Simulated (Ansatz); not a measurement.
Program: Ansatz. Geometries: PBE0-D4/def2-TZVP. ΔE: electronic, gas phase. CBS: MP2 limit from def2 TZ/QZ plus the TZ coupled-cluster correction, frozen cores. This one scheme is used for every species. DFT in def2-TZVPP. HSE06 is defined as in plane-wave codes. Elements past krypton have def2 core potentials. For Ge, I outer-core shells are correlated without core-valence functions, which leaves a few kJ/mol of doubt a bond. Scalar relativity is left out up to krypton.

Reaction (ligand exchange at a Ge–C bond): `N#[C][GeH]([F])[Cl]` + HI → `[F][GeH]([Cl])[I]` + `C#N`

```
   level  ΔE (kcal/mol)
 PBE0-D4          -18.6
HSE06-D4          -18.7
```

Task: What does CCSD(T)/CBS give? (Estimate.)

Result: Ansatz gave: -17.9 kcal/mol. The listed levels differ from it by -0.7, -0.8 kcal/mol.

Largest T1 diagnostic among the species: 0.014.

The D4 term adds −0.9 kcal/mol with B3LYP and −0.4 kcal/mol with PBE0; it sums over pairs of atoms, weighted by their polarisabilities, and B3LYP, whose exchange is more repulsive, gets the larger term. Leaving LDA and LC-ωPBE aside and taking each functional with its dispersion term where it has one, the values, not all of them listed here, spread over 2.3 kcal/mol, from BHLYP-D4 to B97M-V. At CCSD(T), def2-SVP lies +3.3 kcal/mol from the extrapolated value and def2-TZVPP +2.9 kcal/mol.

B3LYP here is the variant with VWN-RPA as its local correlation; programs differ in this.
